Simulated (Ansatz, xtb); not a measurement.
Molecule: YI₂ (charge 0, doublet). The spin state was set by rule; other spins were not relaxed. 
Coordinates optimised at B3LYP-D3(BJ)/def2-TZVP (Ansatz, a quantum-chemistry and plane-wave program):
SMILES: [I][Y][I]
```xyz
3

Y      0.8137    -0.0105    -0.0018
I     -0.2771     2.0053    -1.6378
I     -0.3216    -1.9975     1.6391
```
Charge 0, spin multiplicity 2.

Harmonic wavenumbers from GFN2-xTB (xtb, at its own minimum), cm⁻¹: 45, 200, 246.

**Question.** Give the harmonic wavenumbers at B3LYP-D3(BJ)/def2-TZVP (Ansatz, finite differences of forces, unscaled).

**Answer.** 27, 167, 233 cm⁻¹. Zero-point energy 0.6 kcal/mol.
